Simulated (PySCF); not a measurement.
Work out the structure from these simulated measurements.

Formula: C3H12N2OSi2.

* 13C NMR: chemical shifts (computed TMS as zero) by class: 68.7 (1 C), 27.9 (2 C) ppm [GIAO KT2/pcSseg-1]
* Polarisability: 102.5 au [CAM-B3LYP/def2-SVPD]
* Triplet: lowest triplet excitation (Tamm–Dancoff): 5.88 eV [TDA CAM-B3LYP/def2-SVPD]
* NMR, other nuclei: isotropic shieldings of nuclei other than C and H, by class: 229 (2 N), 175 (1 O), 382 (1 Si), 389 (1 Si) ppm [GIAO KT2/pcSseg-1]
* Dipole: 1.07 D [CAM-B3LYP/def2-SVPD]
* UV, first state: lowest singlet excitation: 6.16 eV (201 nm, f = 0.027) [TDDFT CAM-B3LYP/def2-SVPD]
* Valence photoelectron: vertical ionisation energy: 9.25 eV [ΔSCF CAM-B3LYP/def2-SVPD]
* Rotational structure: rotational constants A, B, C: 3.690, 0.716, 0.649 GHz [PBE0-D3(BJ)/def2-SVP]
* 1H NMR: chemical shifts (computed TMS as zero) by class: 5.86 (1 H), 5.73 (1 H), 5.62 (1 H), 4.28 (1 H), 1.21 (6 H), 0.49 (2 H) ppm [GIAO KT2/pcSseg-1]

Gas-phase values; electronic properties from PySCF, density fitting. Levels stand in brackets. Geometry: PBE0-D3(BJ)/def2-SVP, one conformer, isolated molecule. NMR classes are plain means over equivalent atoms (diastereotopic ones count apart unless rotation or inversion swaps them), as if these changed places fast.

Question: Give a SMILES that accounts for the data.

Answer: Numbering: `[CH3:1][CH:2]([CH3:3])[O:4][SiH:5]1[NH:6][SiH2:7][NH:8]1`. Its formula, C3H12N2OSi2, gives 1 degree of unsaturation: 1 ring and 0 π bonds in the structure found. 3 carbons fall into 2 classes; from least to most shielded: chain sp3 carbon bound to oxygen [C2] (68.7 ppm), methyl carbon [C1/C3] (27.9 ppm, 2 C). Hydrogen classes from least to most shielded: 1 H on an SiH2 silicon, Si7 (5.86 ppm), 1 H on an SiH2 silicon, Si7 (5.73 ppm), 1 H on an oxygen-bound silicon, Si5 (5.62 ppm), 1 H on an sp3 carbon bound to oxygen, C2 (4.28 ppm), 6 H on 2 methyl carbons, C1/C3 (1.21 ppm), 2 H on 2 like atoms (nitrogen bridging silicon atoms), N6/N8 (0.49 ppm). The other shieldings belong to: 229 ppm, nitrogen bridging silicon atoms [N6/N8]; 175 ppm, silyl ether oxygen [O4]; 382 ppm, SiH2 silicon [Si7]; 389 ppm, oxygen-bound silicon [Si5]. The first electron is taken from the HOMO, whose largest Löwdin shares are 0.42 on a nitrogen bridging silicon atoms, 0.33 on a nitrogen bridging silicon atoms, 0.06 on the SiH2 silicon and 0.05 on the silyl ether oxygen. The optimised geometry has point group C1 and is an asymmetric top. Structure: `CC(C)O[SiH]1N[SiH2]N1`. Computed isomers that give other values at the same levels: `CN(C)C(=O)[Si@@H](N)[SiH3]` (lowest singlet excitation: 4.73 eV (262 nm, f = 0.012)). The assignments are read from this structure; whether some other isomer fits the data as well wasn't checked.

Conformer computed: `[CH3:1][CH:2]([CH3:3])[O:4][SiH:5]1[NH:6][SiH2:7][NH:8]1`: C1–C2–O4–Si5 138°, C2–O4–Si5–N6 -154°.
